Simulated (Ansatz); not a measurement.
Harmonic frequencies (cm⁻¹) at PBE0-D4/def2-TZVP from Ansatz: 11, 118, 119, 127, 246, 248, 392, 444, 514, 622, 644, 657, 711, 738, 786, 987, 1129, 1159, 1211, 1254, 1437, 1440, 1445, 1487, 1493, 2153, 2156, 3005, 3046, 3056, 3087, 3131, 3137.

Task: Which molecule is it?
A. `C[N]1[AlH][CH]1[SiH3]`
B. `[SiH3][SnH]1[CH2][CH2]1`
C. `CC[Si]1(F)C=N1`
D. `C[N]1[SiH2][Al]1[CH3]`

Result: D.
